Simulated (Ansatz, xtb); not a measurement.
Molecule: sum formula ZrOF2 (charge -1, doublet). The spin state was set by rule; other spins were not relaxed. SMILES of the parent species: [O]=[Zr]([F])[F]
Coordinates optimised at B3LYP-D3(BJ)/def2-TZVP (Ansatz, a program for electronic structure):
```xyz
4

Zr    -0.0826     0.0281     0.1563
O     -1.2576    -1.2499    -0.2849
F     -0.2615     1.6727    -0.9634
F      1.7466    -0.6865     0.5220
```
Charge -1, spin multiplicity 2.

Harmonic wavenumbers from GFN2-xTB (xtb, at its own minimum), cm⁻¹: 90, 137, 191, 424, 469, 783.

### Question
Give the harmonic wavenumbers at B3LYP-D3(BJ)/def2-TZVP (Ansatz, finite differences of forces, unscaled).

### Answer
99, 161, 220, 537, 562, 881 cm⁻¹. Zero-point energy 3.5 kcal/mol.

### Question
From these and the geometry, give the ideal-gas thermochemistry at 298.15 K and 1 atm (rigid rotor, harmonic oscillator).

### Answer
Point group Cs, rotational symmetry number 1. Rotational constants 5.84, 4.257, 2.631 GHz. S(trans) 40.83, S(rot) 26.00, S(vib) 9.21, S(elec, spin only) 1.38, S 77.4 cal/(mol K). H(298) - H(0) 3.83 kcal/mol; G - E(el) -15.7 kcal/mol.
